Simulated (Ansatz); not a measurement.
Basis-set extrapolation for CH₅BOSi (`B1OC[SiH2]1`) (PBE0-D4/def2-TZVP geometry, frozen core, Ansatz). Multiplicity 1, RHF reference.

```
                      def2-TZVPP   def2-QZVPP
                 HF  -429.309690  -429.325203
    MP2 correlation    -0.621324    -0.665917
CCSD(T) correlation    -0.686767      not run
```

Energies in hartree. Use E(X) = E(∞) + A·exp(−7.88·√X) for Hartree–Fock and E(X) = E(∞) + B·X^(−2.97) for correlation, with X = 3 and 4, and add CCSD(T) minus MP2 of the smaller set to the MP2 limit.

Question: What is the CCSD(T) energy at the basis-set limit?

Answer: HF limit: -429.325203 + (-0.015513) × 0.13774 = -429.32734. MP2 limit: -0.665917 + (-0.044593) × 0.74074 = -0.69895. Higher-order term: -0.686767 − (-0.621324) = -0.06544. Total: -430.09173 hartree, 250.1 kJ/mol below CCSD(T)/def2-TZVPP.
